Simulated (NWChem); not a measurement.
The numbers come from NWChem runs, not from measurements. System: hydronium (H₃O (+1)), charge 1, spin multiplicity 1, at a geometry optimised with B3LYP/def2-SVP. Level: TD-PBE/aug-cc-pVDZ.

NWChem printed:

```
             Northwest Computational Chemistry Package (NWChem) 7.3.0
             --------------------------------------------------------

                                NWChem Input Module
                                -------------------

 Scaling coordinates for geometry "geometry" by  1.889725989
 (inverse scale =  0.529177249)

 Turning off AUTOSYM since
 SYMMETRY directive was detected!

                             Geometry "geometry" -> ""
                             -------------------------

 Output coordinates in angstroms (scale by  1.889725989 to convert to a.u.)

  No.       Tag          Charge          X              Y              Z
 ---- ---------------- ---------- -------------- -------------- --------------
    1 O                    8.0000    -0.00002500     0.07744200     0.00000000
    2 H                    1.0000    -0.47203300    -0.20667200     0.81769100
    3 H                    1.0000    -0.47203300    -0.20667200    -0.81769100
    4 H                    1.0000     0.94426500    -0.20619200     0.00000000

 Effective nuclear repulsion energy (a.u.)      13.8517465910

            Nuclear Dipole moment (a.u.)
            ----------------------------
        X                 Y               Z
 ---------------- ---------------- ----------------
    -0.0000018897     0.0000000000     0.0000000000

      Symmetry information
      --------------------

 Group name             Cs
 Group number              2
 Group order               2
 No. of unique centers     3

      Symmetry unique atoms

     1    2    4


 Summary of "ao basis" -> "" (spherical)
 ------------------------------------------------------------------------------
       Tag                 Description            Shells   Functions and Types
 ---------------- ------------------------------  ------  ---------------------
 *                        aug-cc-pvdz                 on all atoms

  pbe96 is a nonlocal functional; adding pw91lda local functional.

                                 NWChem DFT Module
                                 -----------------

 Summary of "ao basis" -> "ao basis" (spherical)
 ------------------------------------------------------------------------------
       Tag                 Description            Shells   Functions and Types
 ---------------- ------------------------------  ------  ---------------------
 O                        aug-cc-pvdz                9       23   4s3p2d
[...]
  ----------------------------------------------------------------------------
  Root   2 singlet a'             0.482654426 a.u.               13.1337 eV
  ----------------------------------------------------------------------------
     Transition Moments    X -0.20291   Y -0.00008   Z -0.00000
     Transition Moments   XX -0.13785  XY  0.46290  XZ  0.00000
     Transition Moments   YY  0.00032  YZ  0.00000  ZZ  0.13753
     Dipole Oscillator Strength                    0.0132474710
     Electric Quadrupole                           0.0000001396
     Magnetic Dipole                               0.0000001855
     Total Oscillator Strength                     0.0132477962

          sigma_e =   1.9608 Angstrom
          sigma_h =   0.7820 Angstrom
         |d_h->e| =   0.7429 Angstrom
            d_exc =   2.2383 Angstrom
            d_CD1 =   1.9217 Angstrom
            d_CD2 =  -0.6285 Angstrom
            d_CD3 =   2.9812 Angstrom
     Pearson C.C. =  -0.0007

     Occ.    5  a'  ---  Virt.    8  a'  -0.99726 X
  ----------------------------------------------------------------------------
  Root   3 singlet a"             0.482655822 a.u.               13.1337 eV
  ----------------------------------------------------------------------------
     Transition Moments    X -0.00000   Y -0.00000   Z  0.20290
     Transition Moments   XX -0.00000  XY  0.00000  XZ -0.13738
     Transition Moments   YY  0.00000  YZ -0.46298  ZZ  0.00000
     Dipole Oscillator Strength                    0.0132471753
     Electric Quadrupole                           0.0000001396
     Magnetic Dipole                               0.0000001856
     Total Oscillator Strength                     0.0132475005

          sigma_e =   1.9607 Angstrom
          sigma_h =   0.7820 Angstrom
         |d_h->e| =   0.7428 Angstrom
            d_exc =   2.2382 Angstrom
            d_CD1 =   1.9215 Angstrom
            d_CD2 =  -0.6285 Angstrom
            d_CD3 =   2.9810 Angstrom
     Pearson C.C. =  -0.0007

     Occ.    5  a'  ---  Virt.    7  a"   0.99726 X
  ----------------------------------------------------------------------------
  Root   4 singlet a'             0.574807385 a.u.               15.6413 eV
  ----------------------------------------------------------------------------
     Transition Moments    X -0.02760   Y -0.00004   Z -0.00000
     Transition Moments   XX -0.08281  XY -0.46148  XZ  0.00000
     Transition Moments   YY -0.00044  YZ -0.00000  ZZ  0.08310
     Dipole Oscillator Strength                    0.0002919081
     Electric Quadrupole                           0.0000002223
     Magnetic Dipole                               0.0000002305
     Total Oscillator Strength                     0.0002923609

          sigma_e =   2.4308 Angstrom
          sigma_h =   0.7813 Angstrom
         |d_h->e| =   0.4737 Angstrom
            d_exc =   2.5957 Angstrom
            d_CD1 =   2.1232 Angstrom
            d_CD2 =  -1.1323 Angstrom
            d_CD3 =   3.0694 Angstrom
     Pearson C.C. =   0.0015

     Occ.    3  a'  ---  Virt.    6  a'   0.10856 X
     Occ.    5  a'  ---  Virt.   11  a'  -0.99241 X
  ----------------------------------------------------------------------------
  Root   5 singlet a"             0.574809642 a.u.               15.6414 eV
  ----------------------------------------------------------------------------
     Transition Moments    X -0.00000   Y  0.00000   Z  0.02757
     Transition Moments   XX -0.00000  XY -0.00000  XZ -0.08324
     Transition Moments   YY  0.00000  YZ  0.46149  ZZ  0.00000
     Dipole Oscillator Strength                    0.0002911959
     Electric Quadrupole                           0.0000002224
     Magnetic Dipole                               0.0000002304
     Total Oscillator Strength                     0.0002916488

          sigma_e =   2.4304 Angstrom
          sigma_h =   0.7813 Angstrom
         |d_h->e| =   0.4744 Angstrom
            d_exc =   2.5955 Angstrom
            d_CD1 =   2.1234 Angstrom
            d_CD2 =  -1.1315 Angstrom
            d_CD3 =   3.0698 Angstrom
     Pearson C.C. =   0.0015

     Occ.    4  a"  ---  Virt.    6  a'  -0.10860 X
     Occ.    5  a'  ---  Virt.   10  a"   0.99241 X

              Target root =      1
          Target symmetry = none
      Ground state energy =    -76.628915474895
        Excitation energy =      0.394683600155
     Excited state energy =    -76.234231874740

  stored tddft:energy   -76.234231874740161

 Task  times  cpu:        9.0s     wall:        9.0s

 Total times  cpu:        9.0s     wall:        9.0s
```

Q: Write an NWChem input that would produce this output.

A: This is not unique; one that fits is 
```
start mol
memory heap 200 mb stack 800 mb global 1000 mb
charge 1
geometry units angstroms nocenter noautoz
  O     -0.000025     0.077442     0.000000
  H     -0.472033    -0.206672     0.817691
  H     -0.472033    -0.206672    -0.817691
  H      0.944265    -0.206192     0.000000
  symmetry group Cs
end
basis spherical
  * library aug-cc-pvdz
end
dft
  xc xpbe96 cpbe96
  semidirect memsize 60000000 filesize 0
  iterations 100
end
tddft
  rpa
  nroots 5
  notriplet
  thresh 1e-4
end
task tddft energy
```
